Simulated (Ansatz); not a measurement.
C₂H₃O₂, doublet, geometry from GFN2-xTB; HF/6-31G* in Ansatz (a quantum-chemistry and plane-wave program).

Here is a job for Ansatz.
Ansatz 0.2 input:
```yaml
crystal:
  periodic: [false, false, false]
  atoms:
    - {symbol: C, position_ang: [-0.93387820, -0.06541199, 0.01318371]}
    - {symbol: O, position_ang: [-0.95258739, -1.26170140, 0.00490787]}
    - {symbol: O, position_ang: [-0.02803634, 0.83430160, 0.00637219]}
    - {symbol: C, position_ang: [1.38446796, 0.45047108, -0.01701847]}
    - {symbol: H, position_ang: [1.94352282, 1.38117052, -0.01853930]}
    - {symbol: H, position_ang: [1.61200272, -0.14253780, 0.86761719]}
    - {symbol: H, position_ang: [1.58592576, -0.12978890, -0.91630983]}
basis:
  gaussian:
    orbitals: 6-31G*
hamiltonian:
  xc: hf
magnetization: {spin_polarized: true, initial_magnetization: 1}
```

Predict the main parts of the log of this Ansatz run.


```
Functional definition: HF
639 factors; integrals over basis functions are off by at most 7.3e-4 eV
mean field evaluation 1: about -6178.1898 eV, gradient 2.5e1 eV
mean field evaluation 2: about -6178.1952 eV, gradient 2.6e1 eV
mean field evaluation 4: about -6181.0262 eV, gradient 3.4e0 eV
mean field evaluation 8: about -6181.1284 eV, gradient 2.9e-1 eV
mean field -6181.13205906 eV, -227.1524134487 hartree, gradient 5.0e-5 eV, S^2 0.761690; 0 other end points of the search recorded, 0 dependent functions left out
reference -6181.13205906 eV, -227.1524134487 hartree; 16, 15 occupied and 50, 51 virtual orbitals, 639 factors
Total energy: -6181.13205906 eV, -227.1524134487 hartree
```
